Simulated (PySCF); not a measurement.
## Dipole moment and polarisability of `C1=Cc2ccccc2[SiH2]1`

C8H8Si.
SMILES with atom numbers: `[CH:1]1=[CH:2][c:3]2[cH:4][cH:5][cH:6][cH:7][c:8]2[SiH2:9]1` (hydrogens: H10 on C1; H11 on C2; H12 on C4; H13 on C5; H14 on C6; H15 on C7; H16, H17 on Si9)

Structure used (PBE0-D3(BJ)/def2-SVP), in Å, numbered top down from 1:
```
atom  x, y, z in Å
C1    -2.3321   -0.6073    0.2557
C2    -1.1889   -1.3066    0.4188
C3     0.0877   -0.5910    0.2362
C4     1.3511   -1.1691    0.3680
C5     2.4910   -0.3881    0.1698
C6     2.3737    0.9616   -0.1579
C7     1.1086    1.5449   -0.2909
C8    -0.0364    0.7799   -0.0965
Si9   -1.8773    1.1568   -0.1773
H10   -3.3134   -1.0715    0.3744
H11   -1.1673   -2.3719    0.6775
H12    1.4456   -2.2277    0.6249
H13    3.4814   -0.8385    0.2724
H14    3.2715    1.5654   -0.3111
H15    1.0311    2.6050   -0.5485
H16   -2.3327    2.1721    0.8221
H17   -2.3458    1.5993   -1.5270
```

Level: CAM-B3LYP/def2-SVPD (PySCF), static field, nuclei fixed, core orbitals frozen in the response. The polarisability tensor in these axes (au):

```
x   156.77  -4.68   0.56
y    -4.68 118.82 -11.51
z     0.56 -11.51  74.23
```

Q: Give the principal values, the mean and the anisotropy Δα = √{½[(α1 − α2)² + (α2 − α3)² + (α1 − α3)²]}.

A: Principal values 71.43, 121.00 and 157.39 au; mean 116.61 au = 17.28 Å³ = 19.23 × 10⁻⁴⁰ C²·m²/J; Δα = 74.74 au (64 % of the mean).

Q: What is the dipole moment, and where does it point?

A: (0.43, -0.44, 0.10) D, 0.63 D in size, pointing from the negative to the positive side. Measured along this direction, the outermost atoms are H16 and H17 at the negative end and H13 at the positive end.

Q: Form Σ f/ω² (atomic units) for the 10 lowest TDDFT singlets, given as eV and f, and set it beside the mean polarisability, which is this sum over all singlets: 4.50, 0.0919; 4.96, 0.0129; 5.98, 0.0005; 6.06, 0.5956; 6.34, 0.1712; 6.44, 0.0003; 6.57, 0.0146; 6.62, 0.0004; 6.84, 0.0099; 6.96, 0.0023.

A: They add up to 19.37 au, 16.6 % of the 116.61 au; the largest single term is 12.00 au, from the state at 6.06 eV. Terms in order: 3.36, 0.39, 0.01, 12.00, 3.16, 0.01, 0.25, 0.01, 0.16, 0.03 au. Higher excitations give the rest. The strengths listed sum to 0.899.

Q: Find the Langevin capture rate constant for H3O+ (19.018 u) meeting this molecule (132.040 u), k = 2.342 × 10⁻⁹ cm³/s × √(α in Å³ / reduced mass in u).

A: The reduced mass is 16.62 u, so k = 2.39 × 10⁻⁹ cm³/s. The formula leaves out the permanent dipole, which adds to the capture rate.

Q: What are the principal values of the traceless quadrupole moment, Θ = ½Σq(3rr − r²1), about the centre of nuclear charge?

A: -9.46, 3.21, 6.25 D·Å. The values depend on the origin, since the dipole doesn't vanish. The electronic extent ⟨r²⟩ about the same centre is 1310 bohr², a root-mean-square distance of 2.29 Å for the 70 electrons.

Q: What would n − 1 = 2πNα be for an ideal gas of these molecules at 273.15 K and 1 atm, electronic part alone?

A: N = p/kT = 2.6868 × 10¹⁹ cm⁻³, so n − 1 = 2π × N × 17.28 × 10⁻²⁴ cm³ = 2917 × 10⁻⁶ at long wavelengths, for an ideal gas.

Isolated species at its PBE0-D3(BJ)/def2-SVP geometry, gas phase.

These values come from a run that also computed excited states and ΔSCF ions. Hardware: Arm Neoverse V2, one thread, no GPU, shared host. Cost: 3.5 min.
